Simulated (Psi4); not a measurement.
F₂Mg, charge +1, doublet, at a GFN2-xTB geometry (such geometries of metal compounds can be far from the true shape) (a state made from the parent by changing its charge; the spin is typed, not shown lowest); B3LYP5/6-31G** (Psi4).

Input for Psi4:
```
memory 2 GB

molecule {
1 2
Mg    0.02084867   -0.00292335   -0.00700014
F    -0.22416534    1.32081815   -1.17235055
F     0.19636712   -1.31692035    1.18168407
}

set {
  basis 6-31g**
  reference uks
}

energy('b3lyp5')
print_variables()
```

Q: What does Psi4 print? Leave out banner, timings and long lists.

A: 
```
   => Loading Basis Set <=

    Name: 6-31G**
    Role: ORBITAL
    Keyword: BASIS

         ---------------------------------------------------------
                                   SCF
               by Justin Turney, Rob Parrish, Andy Simmonett
                          and Daniel G. A. Smith
                              UKS Reference
         ---------------------------------------------------------

  ==> Geometry <==

    Molecular point group: cs
    Full point group: Cs

    Geometry (in Angstrom), charge = 1, multiplicity = 2:

       Center              X                  Y                   Z               Mass
    ------------   -----------------  -----------------  -----------------  -----------------
         MG           0.002826912940    -0.022490800938     0.000000000000    23.985041697000
         F            1.764485921868     0.236203107514     0.000000000000    18.998403162730
         F           -1.768054833642    -0.207808994931     0.000000000000    18.998403162730

  Running in cs symmetry.

  Rotational constants: A =    838.53500  B =      0.14000  C =      0.13998 [cm^-1]
  Rotational constants: A = 25138646.91863  B =   4197.08897  C =   4196.38835 [MHz]
  Nuclear repulsion =   76.233991776782062

  Charge       = 1
  Multiplicity = 2
  Electrons    = 29
  Nalpha       = 15
  Nbeta        = 14

  ==> Algorithm <==

  SCF Algorithm Type is DF.
  DIIS enabled.
  MOM disabled.
  Fractional occupation disabled.
  Guess Type is SAD.
  Energy threshold   = 1.00e-06
  Density threshold  = 1.00e-06
  Integral threshold = 1.00e-12

  ==> Primary Basis <==

  Basis Set: 6-31G**
    Blend: 6-31G**
    Number of shells: 20
    Number of basis functions: 49
    Number of Cartesian functions: 49
    Spherical Harmonics?: false
    Max angular momentum: 2

  ==> DFT Potential <==

   => LibXC <=

    Version 7.1.2
    S. Lehtola, C. Steigemann, M. J. T. Oliveira, and M. A. L. Marques,  SoftwareX 7, 1–5 (2018) (10.1016/j.softx.2017.11.002)

   => Composite Functional: B3LYP5 <=

    B3LYP5 Hyb-GGA Exchange-Correlation Functional

    P. J. Stephens, F. J. Devlin, C. F. Chabalowski, and M. J. Frisch,  J. Phys. Chem. 98, 11623 (1994) (10.1021/j100096a001)

    Deriv               =              1
    GGA                 =           TRUE
    Meta                =          FALSE

    Exchange Hybrid     =           TRUE
    MP2 Hybrid          =          FALSE

   => Exchange Functionals <=

    0.0800   Slater exchange
[...]

   @Spin Contamination Metric:   7.285775824E-03
   @S^2 Expected:                7.500000000E-01
   @S^2 Observed:                7.572857758E-01
   @S   Expected:                5.000000000E-01
   @S   Observed:                5.000000000E-01

    Orbital Energies [Eh]
    ---------------------

    Alpha Occupied:

[...]
    Alpha Virtual:

[...]
      36Ap     5.065048

    Beta Occupied:

[...]
    Beta Virtual:

[...]
    Final Occupation by Irrep:
             Ap   App
    DOCC [    12,    2 ]
    SOCC [     0,    1 ]
    NA   [    12,    3 ]
    NB   [    12,    2 ]

  @DF-UKS Final Energy:  -399.32380183784153

   => Energetics <=

    Nuclear Repulsion Energy =             76.2339917767820623
    One-Electron Energy =                -702.3725471580124804
    Two-Electron Energy =                 256.7213430179616580
    DFT Exchange-Correlation Energy =     -29.9065894745727689
    Empirical Dispersion Energy =           0.0000000000000000
    VV10 Nonlocal Energy =                  0.0000000000000000
    Total Energy =                       -399.3238018378415290

  UHF NO Occupations:
  HONO-2 :   12 Ap 1.9998771
  HONO-1 :    2App 1.9967809
  HONO-0 :    3App 1.0000000
  LUNO+0 :    4App 0.0032191
  LUNO+1 :   13 Ap 0.0001229
  LUNO+2 :   14 Ap 0.0000966
  LUNO+3 :   15 Ap 0.0000713

Computation Completed

Properties will be evaluated at   0.000000,   0.000000,   0.000000 [a0]

Properties computed using the SCF density matrix

 Multipole Moments:

 ------------------------------------------------------------------------------------
     Multipole            Electronic (a.u.)      Nuclear  (a.u.)        Total (a.u.)
 ------------------------------------------------------------------------------------

 L = 1.  Multiply by 2.5417464519 to convert [e a0] to [Debye]
 Dipole X            :          0.0070491            0.0034067            0.0104558
 Dipole Y            :         -0.0560798           -0.0271036           -0.0831834
 Dipole Z            :          0.0000000            0.0000000            0.0000000
 Magnitude           :                                                    0.0838379

 ------------------------------------------------------------------------------------

  Variable Map:
  ----------------------------------------------------------------------------
[...]
  Array Variable Map:
  ----------------------------------------------------------------------------
[...]
[...]
```
